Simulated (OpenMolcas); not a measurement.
## Pd V: effect of the active space

```json
{
  "Program": "OpenMolcas",
  "Method": "CASSCF or its RAS form",
  "Basis": "ANO-RCC-VTZP",
  "Scalar Hamiltonian": "DKH2, point nucleus",
  "Spin-orbit coupling": "state interaction with AMFI integrals over the reference wave functions, term energies averaged over their components"
}
```

A. 6 electrons in 5 orbitals (4d); 2S+1 = 5 even, 5 roots; 2S+1 = 3 even, 45 roots; 2S+1 = 1 even, 50 roots; cost about 40 core-seconds
B. 12 electrons in 8 orbitals (RAS1 4p, at most 2 holes; RAS2 4d); 2S+1 = 5 even, 5 roots; 2S+1 = 3 even, 45 roots; 2S+1 = 1 even, 49 roots; cost about 90 core-seconds
C. 6 electrons in 10 orbitals (4d 5d); 2S+1 = 5 even, 5 roots; 2S+1 = 3 even, 45 roots; 2S+1 = 1 even, 49 roots; cost of the order of 4 core-minutes

Energies in cm⁻¹ above 4d⁶ ⁵D₄.

```csv
Level,A,B,C
4d⁶ ⁵D₄,0.0,0.0,0.0
4d⁶ ⁵D₃,2040,2073,1986
4d⁶ ⁵D₂,3187,3162,3083
4d⁶ ⁵D₁,3955,3916,3818
4d⁶ ⁵D₀,4318,4264,4165
4d⁶ ³H₆,22044,23426,21798
4d⁶ ³H₅,22579,23715,22294
4d⁶ ³P₂(1),23169,20521,22825
4d⁶ ³F₃(1),25743,24763,25375
4d⁶ ³F₂(1),26663,25521,26279
4d⁶ ³G₅,28434,28873,28135
4d⁶ ³P₁(1),28904,26421,28571
4d⁶ ³P₀(1),29778,26847,29412
4d⁶ ³G₄,30185,30205,29826
4d⁶ ³G₃,30733,30715,30351
4d⁶ ¹I₆,34286,36262,33879
4d⁶ ³D₂,35249,33575,34754
4d⁶ ³D₁,35652,34075,35163
4d⁶ ³D₃,35888,34415,35441
4d⁶ ¹G₄(1),37384,36306,36982
4d⁶ ¹D₂(1),44297,41920,43824
4d⁶ ¹F₃,48825,47192,48206
4d⁶ ³P₀(2),55100,51604,54279
4d⁶ ³P₁(2),56614,53022,55568
```

The spin-orbit steps hold different terms of 4d⁶ (B lacks a ¹S; C lacks a ¹S), which shifts levels as well.

Among A to C the level of the table that moves most is 4d⁶ ³P₁(2), by 3600 cm-1 (lowest in B, highest in A).

Without dynamic correlation excited terms often stand tens of per cent too high (terms of higher spin than the ground term too low), and those without a measured partner can miss by more than the paired ones. Active for correlation alone: 4p; no level in the range computed is led by a configuration that opens it, so any true level of that kind is missing (holds for B). Active for correlation alone: 5d; no level in the range computed is led by a configuration that fills it, so any true level of that kind is missing (holds for C). Only configurations of the active space appear. Levels that lie high or do not pair safely by name in every column are left out.

A number in round brackets counts repeated terms of one configuration in the order of the reference energies.
